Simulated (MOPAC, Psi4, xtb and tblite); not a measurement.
Torsional profile of C8H10O, SMILES COc1cccc(C)c1. Scanned: dihedral C1–O2–C3–C4; all other coordinates were relaxed at GFN2-xTB. Points at φ and −φ are mirror images. Heavy atoms are numbered in the order of the SMILES COc1cccc(C)c1, hydrogens after them in the order of the atoms that carry them; the mirror image has the same energies with the sign of each dihedral reversed.

Computed with: GFN2-xTB (xtb and tblite); PM3, restricted, heats of formation // GFN2-xTB (MOPAC); PM7, restricted, heats of formation // GFN2-xTB (MOPAC); PBE-D3(BJ)/def2-SVP // GFN2-xTB (Psi4).

Energies relative to the lowest point of each profile, in mEh; the last columns give the difference from PBE-D3(BJ):

| φ / ° | GFN2-xTB | PM3 | PM7 | PBE-D3(BJ)/def2-SVP | GFN2-xTB − PBE-D3(BJ)/def2-SVP | PM3 − PBE-D3(BJ)/def2-SVP | PM7 − PBE-D3(BJ)/def2-SVP |
|---|---|---|---|---|---|---|---|
| -150 | 2.2 | 0.9 | 1.4 | 2.5 | -0.3 | -1.6 | -1.1 |
| -120 | 6.0 | 1.4 | 3.4 | 6.2 | -0.2 | -4.8 | -2.8 |
| -90 | 7.1 | 1.5 | 4.0 | 7.1 | 0.0 | -5.6 | -3.1 |
| -60 | 5.7 | 1.1 | 3.1 | 5.9 | -0.2 | -4.8 | -2.8 |
| -30 | 1.8 | 0.6 | 1.2 | 2.2 | -0.3 | -1.6 | -1.0 |
| 0 | 0.0 | 0.0 | 0.1 | 0.0 | 0.0 | 0.0 | 0.1 |
| 30 | 1.8 | 0.6 | 1.2 | 2.2 | -0.3 | -1.6 | -1.0 |
| 60 | 5.7 | 1.1 | 3.1 | 5.9 | -0.2 | -4.8 | -2.8 |
| 90 | 7.1 | 1.5 | 4.0 | 7.1 | 0.0 | -5.6 | -3.1 |
| 120 | 6.0 | 1.4 | 3.4 | 6.2 | -0.2 | -4.8 | -2.8 |
| 150 | 2.2 | 0.9 | 1.4 | 2.5 | -0.3 | -1.6 | -1.1 |
| 180 | 0.2 | 0.0 | 0.0 | 0.2 | 0.0 | -0.2 | -0.2 |

GFN2-xTB is furthest from PBE-D3(BJ)/def2-SVP at -30 (-0.3 mEh, below); its mean absolute difference over the points is 0.2 mEh.

PM3 is furthest from PBE-D3(BJ)/def2-SVP at -90 (-5.6 mEh, below); its mean absolute difference over the points is 3.1 mEh.

PM7 is furthest from PBE-D3(BJ)/def2-SVP at -90 (-3.1 mEh, below); its mean absolute difference over the points is 1.8 mEh.
